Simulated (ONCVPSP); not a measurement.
## Potentials for O (Z = 8) compared

Generated with ld1.x 7.5 (TM, RRKJ, ultrasoft, PAW), atompaw 4.2 or ONCVPSP 4.0.1. The cutoff is in Ry: for ld1.x and atompaw files where the sum of valence levels is converged to 10 mRy in a Bessel basis, for ONCV files where the hardest occupied wave has 1 mHa per electron of residual kinetic energy. The error is the largest all-electron minus pseudo excitation energy over each file’s own four to seven test configurations (ionisations up to +4, promotions, holes and added fractions of an electron), all of which were solved. The labels leave out finer settings (local radius, basis sizes, second energies), which also bear on the numbers. Spin-polarised tests are not counted. The rows are a selection from randomly drawn settings: files with unsolved tests, undetermined cutoffs or missed reference levels are left out.

A true bound ghost makes a file unfit for plane-wave use even where its test errors are small: the radial tests pick states by their node count and pass the ghost by.

```tsv
potential	cutoff (Ry)	largest error (meV)	bound ghosts
ONCV, PBEsol, scalar-relativistic, rc 0.80/1.45/1.55 (spd), local smoothed, core correction no, reference 2s2 2p4, qcut 7.5/10.9/5.2, projectors 2/2/3	134	+544	none
ONCV, LDA (Perdew-Zunger), scalar-relativistic, rc 0.70/2.05/2.00 (spd), local s, core correction yes, reference 2s2 2p4, qcut 10.5/5.2/5.4, projectors 0/2/1	85	+4408	none
ONCV, LDA (Perdew-Zunger), non-relativistic, rc 0.85/2.05/2.00 (spd), local smoothed, core correction yes, reference 2s1.75 2p4.25, qcut 9.7/6.5/4.5, projectors 2/2/2	75	+1097	none
ONCV, LDA (Perdew-Wang 92), scalar-relativistic, rc 0.80/1.10/1.20 (spd), local smoothed, core correction yes, reference 2s1 2p5, qcut 9.6/14.9/8.3, projectors 2/3/2	117	+42	none
ONCV, LDA (Perdew-Wang 92), scalar-relativistic, rc 0.90/1.00 (sp), local smoothed, core correction no, reference 2s2 2p4, qcut 8.7/7.3, projectors 2/1	348	+392	none
ONCV, LDA (Perdew-Zunger), scalar-relativistic, rc 0.80/1.45/1.30 (spd), local smoothed, core correction no, reference 2s1.5 2p4.5, qcut 8.9/9.6/6.4, projectors 3/1/2	81	+222	s
```

Task: Fill in the row for O: ONCV, PBE, scalar-relativistic, rc 0.95/1.50 (sp), local smoothed, core correction yes, reference 2s2 2p2.5, qcut 8/8.4, projectors 3/2.

Result: cutoff 68 Ry, largest error +484 meV, bound ghosts: none.
